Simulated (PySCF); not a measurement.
UHF on C (carbon, neutral)

Configuration: [He] 2s2 2p2, high-spin 3P determinant. Calculation: PySCF 2.14, in pcseg-2; no relativity, point nucleus.

```json
{
  "Total energy": "-37.689074 hartree",
  "One-electron energy": "-50.4554 hartree",
  "Hartree (Coulomb) energy": "17.8375 hartree",
  "Exchange energy": "-5.0712 hartree",
  "Kinetic energy": "37.76921 hartree",
  "⟨S²⟩": "2.0090",
  "⟨L²⟩": "2.014",
  "Sum of ⟨r⟩": "7.142 bohr",
  "Sum of ⟨r²⟩": "13.80 bohr²",
  "Traceless quadrupole moment −½Σ⟨3z² − r²⟩ along its main axis": "1.49 e·bohr²",
  "Density at the nucleus (Gaussians lack the cusp)": "124 bohr⁻³",
  "Spin density at the nucleus": "0.220 bohr⁻³",
  "Langevin diamagnetic susceptibility": "-10.9 ×10⁻⁶ cm³/mol",
  "Time after the integrals": "0.15 s of wall time on 1 thread of Neoverse-N1 (shared host)"
}
```

| shell | electrons | mean orbital energy (eV) | rms radius, mean of both spins (bohr) |
| --- | --- | --- | --- |
| 1s α | 1 | -308.63 | 0.313 |
| 1s β | 1 | -307.31 | 0.313 |
| 2s α | 1 | -22.533 | 1.76 |
| 2s β | 1 | -15.876 | 1.76 |
| 2p α | 2 | -11.919 | 1.93 |
